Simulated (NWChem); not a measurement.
# Ionisation of B2Cl3

SMILES: Cl[B]B(Cl)Cl
```xyz
5

Cl     0.0000     0.0000     2.7240
B      0.0000     0.0000     1.0407
B      0.0000     0.0000    -0.5589
Cl     1.5337     0.0000    -1.4328
Cl    -1.5337     0.0000    -1.4328
```
Charge 0, spin multiplicity 2.

Program: NWChem. All single points use one geometry, from UPBE0/def2-SVP, a minimum by its harmonic frequencies. It is one conformer; others weren't searched.

Basis set: def2-TZVP. The species with one electron less has spin multiplicity 1 and keeps the geometry of the parent. Δ marks differences of total energies (open shells unrestricted). −ε marks an orbital energy of the parent. That orbital need not have the symmetry of the hole or added electron in the Δ rows. That singlet is a closed-shell solution.

The correlated methods keep 17 core orbitals frozen. The structure started from a generated list of species. The unpaired electrons of the parent sit in orbitals of symmetry b2 (C2v labels of the run); other states weren't searched. No SCF solution was tested for a lower state.

**Question.** One of these methods gave a first vertical ionisation energy of 7.31 eV. Which?
A) G0W0@PBE
B) −ε(alpha HOMO) of PBE
C) −ε(alpha HOMO) of BLYP
D) ΔB2PLYP

**Answer.** A, G0W0@PBE. The others give 4.88 (−ε(alpha HOMO) of PBE), 7.76 (ΔB2PLYP), 4.66 (−ε(alpha HOMO) of BLYP).
